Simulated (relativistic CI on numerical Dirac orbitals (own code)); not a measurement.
**Co5+: resonant inelastic scattering at the M2,3 edge**

Computed with this model: Dirac-Coulomb-Breit CI, separate exchange-only KLI orbitals for each configuration, model QED (radiative potential, 1s self-energy scaled to tabulated hydrogen-like ionisation energies), valence Slater integrals scaled by 0.8, Kramers-Heisenberg scattering through one core-hole configuration in a parametric crystal field; configurations [Ar] 3d4 → [Ne] 3s2 3p5 3d5; 10 K; core-hole width 1.2 eV; summed over polarisations. Incident energies are the highest absorption maxima for each field (at most a few, so the weaker spin-orbit partner edge can be absent), on the computed scale of the free ion. Intensities are in per cent of the strongest line above 0.02 eV; levels within 1 cm⁻¹ are merged; final levels count from the ground level, the first row holds all elastic scattering, lines under 0.4 are left out and each table stops after 24 rows. The scale of the Slater integrals is a model choice and moves the terms in proportion.

Field parameters in Wybourne normalisation: D3d B²₀ = −7Dσ, B⁴₀ = −14Dq − 21Dτ, B⁴₃ = −14√(10/7) Dq; D4h B²₀ = −7Ds, B⁴₀ = 21(Dq − Dt), B⁴₄ = 21√(5/14) Dq. The field is a parameter set, without covalency.

S is read from ⟨S²⟩ = S(S + 1).

D4h, 10Dq = 34300, Ds = -1060, Dt = -90 cm⁻¹:

```
Final level (eV)  Degeneracy  Irrep     S  68.8 eV  75.2 eV  77.3 eV
           0.000           1     A1  1.03    147.4    162.7    235.0
           0.016           2      E  1.03      2.9     12.4      6.5
           0.303           1     A2  1.02      0.9      0.1      1.6
           0.310           1     A1  1.02      2.8      3.7      5.6
           0.351           2      E  1.02     11.0     39.4     43.2
           0.380           1     B1  1.06      1.3      0.4      1.5
           0.382           1     B2  1.05      0.4      1.6      0.1
           0.697           2      E  1.98      1.2      1.4      1.5
           0.698           1     A1  1.98     27.6      7.9      5.3
           1.267           1     B1  2.00      8.2      0.5      0.2
           1.269           2      E  1.99      1.0      0.7      0.4
           1.273           2  A1+A2  1.99      0.4      0.3      0.1
           1.749           1     B2  0.02      0.6      0.2      0.2
           1.969           1     B1  0.01      0.2      2.4      0.2
           2.042           2      E  0.01      0.4      0.9      0.1
           2.339           1     A1  0.01      0.1      1.6      1.2
           3.784           1     A1  0.11      0.2      8.1      5.8
           3.824           1     A2  1.00     19.5     41.6      9.8
           3.828           2      E  1.00      0.4      2.6      3.6
           4.053           1     A2  1.01      1.7      9.0      1.0
           4.056           1     A1  0.97      2.1     13.9      7.5
           4.080           2      E  1.01     16.6     60.6     75.1
           4.119           1     B1  1.01      0.4      5.3      0.2
           4.125           1     B2  1.00      0.4      2.6      0.2
```

D3d, 10Dq = 24500, Dσ = 950, Dτ = -270 cm⁻¹:

```
Final level (eV)  Degeneracy  Irrep     S  65.4 eV  67.8 eV  78.8 eV
           0.000           1     A1  1.96     53.0    255.8     94.4
           0.006           1     A2  1.98      1.2      2.0     16.9
           0.013           2      E  1.98      1.5      9.4     20.5
           0.023           2      E  1.99      4.0     56.9     41.6
           0.028           1     A1  1.99      0.6      1.4      6.7
           0.036           2      E  1.99      3.7     49.5     54.5
           0.038           1     A2  2.00      0.3      3.7      3.8
           0.588           1     A1  1.06      0.2      5.7      1.6
           0.625           2      E  1.04      0.1      0.3      0.6
           0.638           1     A2  1.04      0.0      0.0      0.4
           0.700           2      E  1.02      0.0      0.7      0.4
           2.883           1     A1  1.92      0.1      1.9     40.0
           2.889           1     A2  1.95      0.4      6.5     54.7
           2.898           2      E  1.95      0.3      8.1     31.7
           2.908           2      E  1.97      0.1      1.8      7.2
           2.910           1     A1  1.97      0.3      5.5     22.6
           2.932           1     A2  1.95      0.3      0.6     28.4
           2.940           2      E  1.95      0.4      7.7     87.4
           3.027           2      E  1.90      0.7      6.7    100.0
           3.040           2      E  1.91      0.3      2.4     32.2
           3.044           1     A1  1.92      0.0      0.1      9.0
           3.102           1     A2  1.00      0.0      0.5      0.0
           3.112           2      E  1.04      0.1      0.6      1.7
           3.121           2      E  1.05      0.2      0.6      3.5
```

D4h, 10Dq = 25200, Ds = 410, Dt = 1110 cm⁻¹:

```csv
Final level (eV),Degeneracy,Irrep,S,68 eV,78.8 eV
0.000,1,A1,2.00,176.6,72.5
0.000,1,A2,2.00,0.9,8.6
0.006,2,E,2.00,6.2,0.0
0.007,1,B1,2.00,0.3,0.8
0.876,2,E,1.96,1.6,3.7
0.896,2,B1+B2,2.00,23.8,27.6
2.549,1,A1,1.93,0.2,1.8
2.551,2,E,1.99,7.3,31.8
2.554,1,A2,1.94,0.2,1.7
2.569,2,E,1.93,0.2,2.3
2.590,1,B2,1.92,0.2,1.7
2.596,1,B1,1.94,0.2,1.8
2.631,2,E,1.99,5.9,60.0
3.112,2,E,1.65,0.4,0.0
3.118,1,B2,1.82,0.1,0.8
3.129,2,A1+A2,1.99,17.8,100.0
5.381,1,,0.97,0.1,0.4
```

For the first field the strongest loss at the lowest incident energy is the level at 0.70 eV (S = 1.98, against 1.03 in the thermal ground state). Levels of other spin, the first over 8 % at 0.70 eV, appear because spin-orbit coupling of the core hole, and in heavier ions of the valence shell too, mixes spins.
